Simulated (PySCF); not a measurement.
Coordinates in bohr (charge 0 multiplicity 1):
```
Ge    0.7412    0.0000    0.0000
F    -1.4520    0.0000    2.4965
F    -1.4520    0.0000   -2.4965
```

Level of theory: PySCF, B3LYP, basis Ge def2-TZVP, F def2-TZVP (no relativity, density fitting).

This geometry of GeF₂ is a stationary point at this level.

Task: What is the point group?

Result: C2v.

Task: Is it a minimum?

Result: Yes: all harmonic wavenumbers are real.

Task: List the harmonic modes with their infrared intensities.

Result: 
```tsv
symmetry	ω (cm⁻¹)	IR (km/mol)	type
a1	252	12.0	bend
b2	647	137	stretch
a1	674	96.8	stretch
```

Task: Give the atomic charges and bond orders.

Result: 
```csv
atom,Mulliken,Löwdin,polar tensor,Mayer order to Ge1
Ge1,0.74,0.37,1.24,–
"F2,3",-0.37,-0.19,-0.62,0.95
```

In C2v the vibrations span 2a1 + b2. Here b1 is antisymmetric to the molecular plane and b2 lies in it.
